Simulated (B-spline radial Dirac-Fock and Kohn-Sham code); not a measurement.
## X-ray lines that fill the 1s vacancy in Nd⁴⁺

System: the Nd⁴⁺ ion in the configuration 1s2 2s2 2p6 3s2 3p6 3d10 4s2 4p6 4d10 4f2 5s2 5p6, inside a Watson sphere of charge -4 and radius 2 Å (a model of the Madelung potential; inside it an electron's potential energy is raised by 28.8 eV).

Input of the calculation (task.json; shells as n, l, electrons):

```json
{"items": [{
  "Z": 60,
  "q": 4,
  "cfg": [[1, 0, 2], [2, 0, 2], [2, 1, 6], [3, 0, 2], [3, 1, 6], [3, 2, 10], [4, 0, 2], [4, 1, 6], [4, 2, 10], [4, 3, 2], [5, 0, 2], [5, 1, 6]],
  "A": 142,
  "rrms": 4.9123,
  "watson": [-4, 2.0],
  "do": ["binding", "quiet", "decay"],
  "holes": ["K", "L1", "L2", "L3", "M1", "M2", "M3", "M4", "M5", "N1", "N2", "N3", "N4", "N5"]
}]}
```

Command: `python xray_run.py task.json out`

Level of theory: a relativistic independent-particle model: LDA orbitals of the hole state, radiative multipoles to third order, Auger rates from the Coulomb interaction with a continuum orbital, Dirac-Fock energies; a B-spline atomic structure program.

```csv
line,multipole,energy (eV),width (meV),share (%)
Kα2 (K-L2),E1,36843.3,4470,28.7
Kα1 (K-L3),E1,37357.0,8130,52.2
Kβ3 (K-M2),E1,42158.5,793,5.09
Kβ1 (K-M3),E1,42262.9,1540,9.89
Kβ5'' (K-M4),E2,42563.4,10.5,0.0676
Kβ5' (K-M5),E2,42585.2,14.1,0.0904
Kβ2'' (K-N2),E1,43307.8,175,1.12
Kβ2' (K-N3),E1,43330.7,341,2.19
K-N5,E2,43448.5,3.17,0.0204
K-O2,E1,43556.6,31.4,0.202
K-O3,E1,43560.4,61.5,0.395
```

The listed lines hold 100.0 % of the radiative rate. The radiative width is 15.6 eV in the length form and 15.9 eV in the velocity form; the two differ because the transition energies are not eigenvalue differences of the potential that gave the orbitals. Kα2/Kα1 is 0.549 and Kβ/Kα is 0.236.
